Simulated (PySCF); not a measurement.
Problem. What does the GFN2-xTB structure of InChI=1S/C6H9FS/c1-5(7)4-6(2)8-3/h1-2,4H2,3H3 look like in three dimensions?

Solution. 
```xyz
17
C6H9FS angstrom
C      2.447   -0.074    1.428
C      1.893   -0.674    0.394
F      1.840   -2.028    0.354
C      1.243   -0.037   -0.796
C     -0.251   -0.009   -0.589
C     -1.057   -0.976   -1.001
S     -0.750    1.432    0.303
C     -2.510    1.144    0.625
H      2.488    0.997    1.480
H      2.863   -0.636    2.245
H      1.620    0.980   -0.911
H      1.479   -0.621   -1.687
H     -0.658   -1.826   -1.528
H     -2.119   -0.977   -0.838
H     -2.845    1.979    1.232
H     -3.059    1.124   -0.312
H     -2.631    0.214    1.172
```

Any rigid rotation of these coordinates is as good. Atoms count from 1 in this order. The C–S distances run from 1.768 Å (C5–S7, drawn single) to 1.812 Å (S7–C8, drawn single), a spread of 0.044 Å. The 4 C–C bonds span 1.318 Å (C1=C2, drawn double) to 1.509 Å (C4–C5, drawn single), a spread of 0.191 Å. Of the pairs four or more bonds apart, C8···H14 is among the closest relative to their van der Waals radii: 2.61 Å, 90 % of the sum of Bondi's values.

Bonds between heavy atoms (Å): C1=C2 1.318, C2–F3 1.355, C2–C4 1.498, C4–C5 1.509, C5=C6 1.324, C5–S7 1.768, S7–C8 1.812.

Structure optimised with GFN2-xTB, isolated species.

Point group: C1 (no symmetry element, even within 0.4 Å). Whether it is a minimum is left open (no frequencies). One conformer, not necessarily the lowest (C1–C2–C4–C5 -98°, C2–C4–C5–C6 -91°, C4–C5–S7–C8 -173°).

All values are computed, not measured.
